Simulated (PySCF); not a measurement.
**Working out the ionisation energy of Mo**

Mo [Kr] 4d5 5s1 (7S) → Mo⁺ [Kr] 4d5 (6S). Calculation: PySCF 2.14, in cc-pVTZ-PP with ECP28MDF; a scalar-relativistic core potential. Frozen: 4s2 4p6. Energies in hartree (1 hartree = 27.21139 eV):

| part | Mo (lower) | Mo⁺ (upper) |
| --- | --- | --- |
| UHF | -67.345045 | -67.115599 |
| MP2 opposite-spin | 0.000000 | 0.000000 |
| MP2 same-spin | -0.078747 | -0.058826 |

Problem. What does Hartree-Fock give?

Solution. (-67.115599) − (-67.345045) = 0.229446 hartree = 6.244 eV.

Problem. What do MP2 and SCS-MP2 (6/5 opposite-spin, 1/3 same-spin) give?

Solution. The opposite-spin parts differ by 0.000 eV and the same-spin parts by 0.542 eV. MP2: 6.244 + (0.000) + (0.542) = 6.786 eV. SCS-MP2: 6.244 + 1.2 × (0.000) + (0.542)/3 = 6.425 eV.

Measured between the centres of the two terms (NIST): 7.092 eV, so MP2 (valence) is off by -0.306 eV.

What remains against the reference includes basis incompleteness, the frozen core and correlation beyond second order.
